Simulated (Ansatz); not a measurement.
`[F][Ge][O][SiH3]` + HCl → `[SiH3][O][Ge][Cl]` + H–F at 600 K and 1 bar (ligand exchange at a Ge–F bond).

Program: Ansatz. Geometries: PBE0-D4/def2-TZVP. ΔE: electronic, gas phase. CCSD(T)/CBS is the MP2 limit (def2-TZVPP, def2-QZVPP) plus CCSD(T) − MP2 in def2-TZVPP, frozen cores. This one scheme is used for every species. For Ge outer-core shells are correlated without core-valence functions, which leaves a few kJ/mol of doubt a bond. Scalar relativity is left out up to krypton. One conformer a species, not always the lowest.

```
            species  CCSD(T)/CBS energy (Eh)  H − E (kJ/mol)  S (J/(mol·K))
 `[F][Ge][O][SiH3]`              -2542.06230           132.8          416.9
                HCl               -460.38127            35.4          207.2
`[SiH3][O][Ge][Cl]`              -2902.05095           132.0          425.9
                H–F               -100.39570            42.3          194.0
```

H − E and S are ideal-gas, rigid-rotor, harmonic terms from PBE0-D4/def2-TZVP, for one conformer and one mirror image of each species. 1 Eh = 2625.50 kJ/mol, R = 8.31446 J/(mol·K).

Q: By hand: ΔE, ΔH, ΔS and ΔG.

A: ΔE = (-2902.05095) + (-100.39570) − (-2542.06230) − (-460.38127) = -0.00308 Eh = -8.1 kJ/mol. Δ(H − E) = 132.0 + 42.3 − 132.8 − 35.4 = 6.1, so ΔH = -2.0 kJ/mol. ΔS = 425.9 + 194.0 − 416.9 − 207.2 = -4.2 J/(mol·K). ΔG = -2.0 − 600 × (-4.2)/1000 = 0.5 kJ/mol.

Q: By hand: the equilibrium constant, and the temperature at which ΔG would vanish if ΔH and ΔS stayed fixed.

A: log₁₀ K = −ΔG/(RT ln 10) = 0.0. ΔG = 0 at ΔH/ΔS = 476 K, though so small a ΔH makes that figure unsure.

TΔS isn't small against ΔH here. The sign of ΔG lies within the doubt. A doubt of 5 kJ/mol in ΔE shifts log₁₀ K by 0.4 here. Other conformers and mirror images would add mixing entropy, several J/(mol·K) or more a flexible species. These are equilibria of isolated gas molecules and say nothing of rates. Largest T1 diagnostic: 0.015 (customary marks: 0.02 for closed shells, 0.045 for open ones).
